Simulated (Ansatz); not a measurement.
A set of 12 reactions (hydrolysis), with CCSD(T)/CBS values in kJ/mol:

```
                                                                                                     reaction      ΔE
                                                                           `Cl[Si]Br` + H₂O → `O[Si]Cl` + HBr   -15.3
                                            `[OH][Zr]([F])([F])[SeH]` + H₂O → `[OH][Zr]([OH])([F])[F]` + H₂Se   -26.2
                                                        `C[SiH2][NH][AlH2]` + H₂O → `O[SiH2][NH][AlH2]` + CH₄  -106.6
`[O]=[Re](=[O])(=[O])[O][Re](=[O])(=[O])=[O]` + H₂O → `[O]=[Re](=[O])(=[O])[OH]` + `[O]=[Re](=[O])(=[O])[OH]`    14.8
                                                             `[NH2][Zn][CH2]F` + H₂O → `[NH2][Zn][OH]` + `CF`   -72.5
                                                                  `[Cl][Ge][Br]` + H₂O → `[OH][Ge][Cl]` + HBr    35.5
                                                                      `C=CC(=C)CC` + H₂O → `C=CC(=C)O` + `CC`    29.2
                                                                            `BCC(C)C` + H₂O → `BCC(C)O` + CH₄    28.0
                                                     `[NH2][GeH]1[BH][O]1` + H₂O → `[OH][GeH]1[BH][O]1` + NH₃   -13.2
                                                                    `C#C[SiH2]CN` + H₂O → `NC[SiH2]O` + `C#C`   -51.6
                  `[SiH3][SiH2][GeH2][GeH2][GeH2][SiH3]` + H₂O → `O[SiH2][SiH3]` + `[SiH3][GeH2][GeH2][GeH3]`   -36.7
                                 `[O]=[W]([OH])([F])([Cl])[Cl]` + H₂O → `[O]=[W]([OH])([OH])([Cl])[Cl]` + H–F    10.4
```

Program: Ansatz. Geometries: PBE0-D4/def2-TZVP. ΔE: electronic, gas phase. CCSD(T)/CBS is the MP2 limit (def2-TZVPP, def2-QZVPP) plus CCSD(T) − MP2 in def2-TZVPP, frozen cores. This one scheme is used for every species. Functionals use def2-TZVPP. def2 core potentials past Kr. For Br, Ge, Re, Se, W, Zn, Zr outer-core shells are correlated without core-valence functions, which leaves a few kJ/mol of doubt a bond. Scalar relativity is left out up to krypton. One conformer a species, not always the lowest.

Problem. Give the mean, mean absolute and largest difference (level minus CCSD(T)/CBS, kJ/mol) for: PBE-D4, PBE0-D4, ωB97X-V, PBE, r2SCAN, PBE0, HF/def2-TZVPP, MP2/def2-TZVPP, SCS-MP2/def2-TZVPP, CCSD/def2-TZVPP, HF/def2-QZVPP, MP2/def2-QZVPP, MP2/CBS(def2), CCSD/CBS(def2). (Best estimate.)

Solution. The calculation gave: 
```
             level   mean  mean absolute  largest
            PBE-D4    0.4            7.6    -18.0
           PBE0-D4    0.5            5.9    -14.1
           ωB97X-V   -7.1            8.7    -15.7
               PBE   -3.2            8.1    -25.5
            r2SCAN   -6.3            8.1    -22.7
              PBE0   -2.8            6.5    -20.9
     HF/def2-TZVPP  -14.1           16.7    -47.6
    MP2/def2-TZVPP    0.3            4.5     21.9
SCS-MP2/def2-TZVPP   -3.9            6.7     16.7
   CCSD/def2-TZVPP   -4.6            4.9    -10.1
     HF/def2-QZVPP  -14.3           17.1    -50.2
    MP2/def2-QZVPP    1.8            4.1     20.3
     MP2/CBS(def2)    3.1            4.5     18.0
    CCSD/CBS(def2)   -1.8            2.2     -6.2
```

The largest T1 diagnostic in the set is 0.025, for `[O]=[Re](=[O])(=[O])[O][Re](=[O])(=[O])=[O]` (customary mark 0.02).

CCSD(T)/CBS is a level of theory with its own doubt, and the functionals carry their triple-zeta basis error, so these figures describe this set and don't rank the functionals.
